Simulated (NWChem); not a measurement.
System: GaI$_{2}$, doublet; SMILES [I][Ga][I]

In the optimisation the excess spin sits in a1 (C2v, its own frame). This spin state was assumed; another may lie lower. def2 effective core potentials on I; no spin-orbit coupling.

Question: Give the equilibrium geometry at PBE0/def2-SVP with def2 effective core potentials on I, spin-unrestricted (NWChem) as a list of bonds and angles, with the point group.

Answer: point group C2v; any orientation.
Bond lengths (Å): Ga1–I2 2.535, Ga1–I3 2.535. Angles (°): I2–Ga1–I3 121.8.
